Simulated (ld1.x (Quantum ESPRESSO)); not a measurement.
## Sb (Z = 51): excitation energies, all-electron against TM

antimony (Sb), norm-conserving Troullier–Martins (Kleinman–Bylander form), made with ld1.x (Quantum ESPRESSO) 7.5 (PBEsol, fully relativistic). Core [Kr] 4d10, reference 5s1.5 5p3.5. Waves: 5p (bound): rc 2.20 bohr; 5s (bound): rc 1.45 bohr. Local part: the s channel. Core correction: none.

Open shells are filled in proportion to 2j + 1 (rel_dist='average').

Energies are relative to the spin-unpolarised reference configuration 5s1.5 5p3.5; without spin polarisation the order of configurations can differ from experiment.

Give the all-electron excitation energy and the error of the potential for: 5s2 5p3; 5s2 5p2; 5s2 5p1; 5s0 5p5; 5s1 5p0; 5s2 5p3.3; 5s1 5p4.

| valence configuration | charge | ΔE all-electron (eV) | error AE − PS (meV) |
| --- | --- | --- | --- |
| 5s2 5p3 | 0 | -4.031 | +2.1 |
| 5s2 5p2 | +1 | 4.330 | -0.3 |
| 5s2 5p1 | +2 | 20.363 | -5.9 |
| 5s0 5p5 | 0 | 12.408 | +66 |
| 5s1 5p0 | +4 | 89.164 | +160 |
| 5s2 5p3.3 | -0.3 | -5.198 | +1.9 |
| 5s1 5p4 | 0 | 4.085 | +3.4 |

ld1.x printed “convergence not achieved” for 6 of the counted tests; their residual had stalled under 1e-8, short of the target of 1e-14.
